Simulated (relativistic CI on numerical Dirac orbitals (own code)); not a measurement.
# Slater and spin-orbit integrals, Bi VII

Method of calculation: Dirac-Coulomb-Breit CI, orbitals from a KLI potential per configuration, a model potential for QED, unscaled Slater integrals (own radial code, finite nucleus).

Slater integrals F^k, G^k are unscaled and averaged over j, outside the closed core [Kr] 4d10 4f14 5s2; ζ comes from projecting the Hamiltonian with its Breit term on Σ l·s of the shell.

- 5p6 5d9: ζ(5d) = 9997.5 cm⁻¹; <r>(5d) = 1.164, <r^2>(5d) = 1.54 (bohr units).
- 5p6 5d8 6s: F^2(5d,5d) = 91167, F^4(5d,5d) = 61632, ζ(5d) = 10335, G^2(5d,6s) = 25853 cm⁻¹; <r>(5d) = 1.153, <r^2>(5d) = 1.511, <r>(6s) = 1.81, <r^2>(6s) = 3.639 (bohr units).
- 5p6 5d8 5f: F^2(5d,5d) = 91332, F^4(5d,5d) = 61760, ζ(5d) = 10377, F^2(5d,5f) = 52925, F^4(5d,5f) = 32246, G^1(5d,5f) = 56905, G^3(5d,5f) = 34801, G^5(5d,5f) = 24644, ζ(5f) = 99.534 cm⁻¹; <r>(5d) = 1.151, <r^2>(5d) = 1.506, <r>(5f) = 1.953, <r^2>(5f) = 4.41 (bohr units).

(1) Give the Racah parameters of the d shell in 5p6 5d8 6s.

In this model ζ of a weakly bound d, f or g electron outside closed shells comes out too small, for d by up to a factor of two or three and at times with the wrong sign; that of an outer p electron is too small as well.

Averages of the first 10 configurations, taken without configuration mixing, which lowers the lowest level and can move excited configurations by several eV; other configurations of the list can lie among them:

```json
{"Configuration": "5p6 5d9", "Parity": "even", "States": "10", "Average energy above the lowest level (eV)": "1.3"}
{"Configuration": "5p6 5d8 6s", "Parity": "even", "States": "90", "Average energy above the lowest level (eV)": "25.8"}
{"Configuration": "5p6 5d8 5f", "Parity": "odd", "States": "630", "Average energy above the lowest level (eV)": "59.3"}
{"Configuration": "5p6 5d8 6p", "Parity": "odd", "States": "270", "Average energy above the lowest level (eV)": "41.5"}
{"Configuration": "5p6 5d8 5g", "Parity": "even", "States": "810", "Average energy above the lowest level (eV)": "80.4"}
{"Configuration": "5p5 5d10", "Parity": "odd", "States": "6", "Average energy above the lowest level (eV)": "81.7"}
{"Configuration": "5p6 5d8 6d", "Parity": "even", "States": "450", "Average energy above the lowest level (eV)": "60.2"}
{"Configuration": "5p6 5d8 7s", "Parity": "even", "States": "90", "Average energy above the lowest level (eV)": "64.0"}
{"Configuration": "5p6 5d7 6s 6p", "Parity": "odd", "States": "1440", "Average energy above the lowest level (eV)": "67.7"}
{"Configuration": "5p6 5d8 7p", "Parity": "odd", "States": "270", "Average energy above the lowest level (eV)": "70.2"}
```

Results:

(1) B = F²/49 − 5F⁴/441 = 1162 cm⁻¹ and C = 35F⁴/441 = 4891 cm⁻¹.
